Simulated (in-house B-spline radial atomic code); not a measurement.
Configurations of Rb⁺, with energies counted from [Ar] 3d10 4s2 4p6. Level of theory: Dirac-Hartree-Fock, average of configuration, Fermi nucleus of rms radius 4.2036 fm; calculated with an all-electron radial atomic-structure program (B-spline basis). Energies include first-order Breit, QED and recoil terms.

Occupations are held fixed; configurations that lie above the ionisation limit could autoionise.

```csv
configuration,E - E(ref) (eV),highest orbital,its <r> (bohr)
[Ar] 3d10 4s2 (4p1/2)1 (4p3/2)4 (8p3/2)1,25.54,8p3/2,24.51
[Ar] (3d3/2)4 (3d5/2)5 4s2 4p6 (5p3/2)1,114.83,5p3/2,5.115
[Ar] (3d3/2)4 (3d5/2)5 4s2 4p6 (4f5/2)1,119.02,4f5/2,8.906
[Ar] (3d3/2)4 (3d5/2)5 4s2 4p6 (8g9/2)1,121.59,8g9/2,42.99
[Ne] 3s2 (3p1/2)1 (3p3/2)4 3d10 4s2 4p6 (4f5/2)1,260.37,4f5/2,8.905
[Ne] 3s2 (3p1/2)1 (3p3/2)4 3d10 4s2 4p6 (8g9/2)1,262.93,8g9/2,42.99
```

(1) Order these further configurations by energy, lowest first.
A. [Ar] 3d10 4s2 (4p1/2)1 (4p3/2)4 8s1
B. [Ar] 3d10 4s1 4p6 (8d5/2)1
C. [Ne] 3s2 (3p1/2)2 (3p3/2)3 3d10 4s2 4p6 (7d5/2)1
D. [Ne] 3s2 (3p1/2)1 (3p3/2)4 3d10 4s2 4p6 (5d5/2)1
E. [Ar] (3d3/2)3 (3d5/2)6 4s2 4p6 5s1

(2) How far above the reference does [Ar] 3d10 4s1 4p6 (4f7/2)1 lie?

## Answers

(1) A (25.296 eV), B (45.709 eV), E (113.61 eV), C (252.81 eV), D (259.51 eV).

(2) 43.53 eV; its least bound orbital is 4f7/2 with <r> = 8.89 bohr.
